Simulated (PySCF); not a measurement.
C4H10N2, SMILES C(/C=N\C)CN.

Coordinates come from a B3LYP-D3(BJ)/def2-SVP optimisation. The structure was generated by enumeration; whether it is a known compound was not checked. The values are those of a single conformer.

Computed with TDA-PBE/def2-SVPD (PySCF 2.14.0).

Vertical excitations. Isolated molecule, no solvent.

Computed lowest excited states:
```
state  energy (eV)  λ (nm)      f          main pairs
-----  -----------  ------  -----  ------------------
S1            4.38     283  0.022      HOMO→LUMO 95 %
S2            4.88     254  0.045    HOMO−1→LUMO 93 %
S3            5.23     237  0.021    HOMO→LUMO+1 99 %
S4            5.74     216  0.019  HOMO−1→LUMO+1 89 %
S5            5.85     212  0.015    HOMO→LUMO+2 90 %
S6            6.00     207  0.003    HOMO→LUMO+3 99 %
S7            6.28     197  0.003   HOMO→LUMO+4 100 %
S8            6.36     195  0.012  HOMO−1→LUMO+2 99 %
S9            6.51     190  0.010  HOMO−1→LUMO+3 99 %
S10           6.79     182  0.012  HOMO−1→LUMO+4 99 %
T1            3.76     330      0      HOMO→LUMO 95 %
T2            4.39     283      0    HOMO−1→LUMO 88 %
T3            5.05     246      0    HOMO−2→LUMO 84 %
T4            5.10     243      0    HOMO→LUMO+1 93 %
```
Triplets are in the Tamm–Dancoff approximation.
